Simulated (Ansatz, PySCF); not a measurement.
BrH, SMILES Br. Atoms are numbered in the order given.

```xyz
2

Br     0.0000     0.0000    -0.0484
H      0.0000     0.0000     1.3722
```

Coordinates come from a PBE0-D3(BJ)/def2-TZVPD optimisation.

Two levels are set side by side: PBE-D3(BJ)/def2-TZVPD (Ansatz, a program for electronic structure) and PBE0-D3(BJ)/def2-TZVPD (Ansatz). Each level has its own optimised geometry; the coordinates shown are those of the second. Frequencies come from the Hessian of PySCF at each geometry. Differences are taken from unrounded values.

```json
[
 {"quantity": "bond Br1–H2 (Å)", "PBE0-D3(BJ)": "1.421"},
 {"quantity": "highest harmonic wavenumber (cm⁻¹)", "PBE0-D3(BJ)": "2671"},
 {"quantity": "mean harmonic wavenumber (cm⁻¹)", "PBE0-D3(BJ)": "2671"},
 {"quantity": "zero-point energy (kcal/mol)", "PBE0-D3(BJ)": "3.82"}
]
```

**Question.** What does PBE-D3(BJ) give, and how far is it from PBE0-D3(BJ)? (An estimate is asked for; the answer gives what the named calculation found.)

**Answer.** 
| quantity | PBE-D3(BJ) | PBE-D3(BJ) minus PBE0-D3(BJ) |
|---|---|---|
| bond Br1–H2 (Å) | 1.433 | 0.012 |
| highest harmonic wavenumber (cm⁻¹) | 2575 | -96 |
| mean harmonic wavenumber (cm⁻¹) | 2575 | -96 |
| zero-point energy (kcal/mol) | 3.68 | -0.14 |
